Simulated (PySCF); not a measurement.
## Working out the ionisation energy of Br

Br [Ar] 3d10 4s2 4p5 (2P) → Br+ [Ar] 3d10 4s2 4p4 (3P). Computed with PySCF 2.14 in aug-cc-pVQZ-PP with ECP10MDF (7s6p5d3f2g, 89 functions), with a scalar-relativistic core potential. Frozen: 3s2 3p6 3d10. Energies in hartree (1 hartree = 27.21139 eV):

| part | Br (lower) | Br+ (upper) |
| --- | --- | --- |
| UHF | -415.493211 | -415.099691 |
| CCSD correlation | -0.169485 | -0.133695 |
| (T) | -0.005873 | -0.004023 |

Q: What does Hartree-Fock give?

A: (-415.099691) − (-415.493211) = 0.393520 hartree = 10.708 eV.

Q: What do CCSD and CCSD(T) give?

A: The CCSD correlation energies differ by 0.035790 hartree = 0.974 eV and the triples by 0.001850 hartree = 0.050 eV, so CCSD gives 11.682 eV and CCSD(T) 11.732 eV.

Measured between the centres of the two terms (NIST): 11.844 eV, so CCSD(T) (valence) is off by -0.112 eV.

What remains against the reference includes basis incompleteness, the frozen core and higher excitations.
